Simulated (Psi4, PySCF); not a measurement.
Approach curve of the dimer H4Ge ··· Cl2 (SMILES [GeH4] and ClCl). Monomers: optimised at B3LYP-D3(BJ) (def2-TZVP), held rigid. Orientation: lowest of the rigid-body minima from ten starts at GFN2-xTB. Only R, the distance of the centres of mass, is varied, so the lowest point isn't the relaxed dimer. The table gives interaction energies.

```csv
R / Å,A,B,C
3.53,23.71,31.74,25.94
3.71,13.09,18.63,14.40
3.94,6.02,9.30,6.44
4.16,2.85,4.74,2.74
4.34,1.57,2.73,1.21
4.60,0.73,1.24,0.20
4.91,0.37,0.49,-0.17
5.40,0.17,0.14,-0.20
6.10,0.06,0.05,-0.11
7.17,0.01,0.02,-0.04
8.48,0.00,0.01,-0.01
```

Energies in kcal/mol.

Q: Match the curves with the methods restricted Hartree-Fock/6-31G*, spherical d, no counterpoise correction (PySCF 2.14.0); PySCF with restricted B3LYP/LANL2DZ, with its core potentials past Ne, no counterpoise correction; DF-SCS-MP2/aug-cc-pVDZ, frozen core, counterpoise-corrected in Psi4.

A: A is RKS-B3LYP/LANL2DZ; B is RHF/6-31G*; C is SCS-MP2/aug-cc-pVDZ.
